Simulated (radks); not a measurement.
Question: Excited configurations of Bi I: one electron is placed in a higher orbital outside [Hg] 6p2. The ground configuration is [Hg] 6p3. Calculated with a radial shooting solver on a logarithmic mesh with Libxc functionals: scalar-relativistic Kohn-Sham, PBEsol, spin-polarised, spherical densities, point nucleus; open shells are filled with parallel spins first (spin-orbit coupling, left out, can overturn this in heavy ions). Excitation = E - E(ground); binding = E(ion) - E, where the ion is the core of charge +1; n* = 1/sqrt(2 binding) in atomic units, and the quantum defect is n - n*.

| outer orbital | excitation (eV) | binding (eV) | n* | quantum defect | eigenvalue (eV) | <r> (bohr) |
|---|---|---|---|---|---|---|
| 5f | 7.611 | 0.954 | 3.777 | 1.223 | -0.462 | 16.62 |
| 6d | 6.597 | 1.968 | 2.630 | 3.370 | -0.725 | 7.715 |
| 6f | 7.897 | 0.668 | 4.514 | 1.486 | -0.390 | 28.09 |
| 7s | 5.060 | 3.504 | 1.971 | 5.029 | -2.058 | 6.266 |
| 7p | 6.333 | 2.231 | 2.469 | 4.531 | -1.272 | 8.945 |
| 7d | 7.344 | 1.221 | 3.339 | 3.661 | -0.681 | 15.57 |

Estimate the row for 7f.

Answer: excitation (eV) 8.075; binding (eV) 0.489; n* 5.272; quantum defect 1.728; eigenvalue (eV) -0.307; <r> (bohr) 41.85. The Delta-SCF ionisation energy is 8.564 eV (NIST Atomic Spectra Database: 7.286 eV, measured). Self-interaction in the functional shifts the binding energies and quantum defects, so they are the method's values and not measured ones. Open shells are spherical and high-spin; term and fine-structure splittings are not resolved. Spin-orbit splitting is averaged out at the scalar-relativistic level.
